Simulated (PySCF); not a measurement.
**`C#CC(=C=S)[SiH2]C#CC` in a uniform electric field**

C7H6SSi.
Structure used (GFN2-xTB), in Å, numbered top down from 1:
```
atom  x, y, z in Å
C1    -4.1883   -1.0295   -0.2194
C2    -3.0972   -0.5272   -0.2606
C3    -1.7973   -0.0094   -0.3049
C4    -1.4485    1.2350   -0.3929
S5    -0.8296    2.6635   -0.4965
Si6   -0.3904   -1.3201   -0.2327
C7     1.1956   -0.3950   -0.2035
C8     2.2070    0.2618   -0.1846
C9     3.4181    1.0454   -0.1577
H10   -5.1563   -1.4303   -0.1870
H11   -0.5069   -2.1471   -1.4384
H12   -0.5964   -2.0847    1.0015
H13    3.1897    2.0822   -0.4040
H14    4.1323    0.6567   -0.8832
H15    3.8638    1.0068    0.8362
```

Level: CAM-B3LYP/def2-SVPD (PySCF); nuclei fixed, core orbitals frozen in the response. Permanent dipole (1.951, -0.157, 0.102) D (1 au = 2.5417 D). Static polarisability (au):

```
x   161.78  38.67  -0.96
y    38.67 155.55  -4.36
z    -0.96  -4.36  82.87
```

Only the terms in μ and α are kept: μ(F) = μ + αF and ΔE = −μ·F − ½ F·αF.

Task: A field of 0.008 au (0.411 V/Å) is applied along each axis in both senses. Find the induced dipole, the size of the total dipole and the two energy terms.

Result: 
```csv
field along,induced x (D),induced y (D),induced z (D),total size (D),−μ·F (kJ/mol),−½F·αF (kJ/mol)
+x,3.290,0.786,-0.020,5.279,-16.122,-13.592
−x,-3.290,-0.786,0.020,1.642,+16.122,-13.592
+y,0.786,3.163,-0.089,4.066,+1.297,-13.069
−y,-0.786,-3.163,0.089,3.523,-1.297,-13.069
+z,-0.020,-0.089,1.685,2.643,-0.843,-6.962
−z,0.020,0.089,-1.685,2.529,+0.843,-6.962
```

Task: For the field (0.0032, 0.0072, 0.0072) au, what is the induced dipole, and what angle does it make with the field?

Result: αF = (2.006, 3.081, 1.429) D, at 22.5° to the field. The polarisability along this direction, F·αF/F², is 134.32 au, against a mean of 133.40 au.

Task: At what field along the permanent dipole would the induced dipole along it equal the permanent one, in this linear picture?

Result: The polarisability along the dipole is 155.30 au, so F = 0.7711 au / 155.30 au = 0.0050 au = 0.26 V/Å; higher-order terms are ignored.

Task: What field makes μF equal to kT at 298 K?

Result: kT = 0.9437 × 10⁻³ Eh, so F = 0.00122 au = 6.29 MV/cm.

Task: A unit point charge sits 11 Å away. Estimate the induction energy −αe²/2R⁴ with the mean polarisability, treating the molecule as a point.

Result: R = 20.79 bohr, so the energy is −133.4/(2 × 20.79⁴) Eh = -0.938 kJ/mol. The charge–dipole term at its most favourable orientation, −μe/R², is -4.69 kJ/mol.

The structure is a single GFN2-xTB conformer in the gas phase; no vibrational or solvent corrections.

These values come from a run that also computed excited states. On Arm Neoverse N1, one thread, no GPU, shared host with 64 logical CPUs at a one-minute load of 61, this took 2.3 min wall (grids of density and orbitals included) and 1.2 GiB of memory at its peak.
